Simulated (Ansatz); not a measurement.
Cartesian coordinates (Å):
```xyz
10

O      2.4651    -1.9268     0.3126
C      1.5763    -1.1823     0.2429
C      0.5719    -0.3544     0.1525
C      0.1051     0.8563     0.8256
C     -0.9859     0.9725     0.0499
C     -0.6613    -0.2658    -0.7614
H      0.5194     1.4229     1.6489
H     -1.8033     1.6766     0.0028
H     -0.4288    -0.0985    -1.8155
H     -1.3584    -1.1004    -0.6582
```
Charge 0, spin multiplicity 1.

The numbers are results of frozen-core CCSD(T)/cc-pVTZ // PBE0-D3(BJ)/def2-TZVP in Ansatz (a program for electronic structure), not measurements. The restricted HF reference is unstable towards unrestricted orbitals.

| Property | Result |
|---|---|
| HF energy | -266.52112 Ha |
| MP2 correlation energy | -1.00698 Ha |

### Question
Estimate the CCSD correlation energy, the (T) correction, the total energy and the T1 diagnostic.

### Answer

```yaml
CCSD correlation energy: -1.02423 Ha
"(T) correction": -0.05336 Ha
CCSD(T) total energy: -267.59872 Ha
T1 diagnostic: 0.015
```
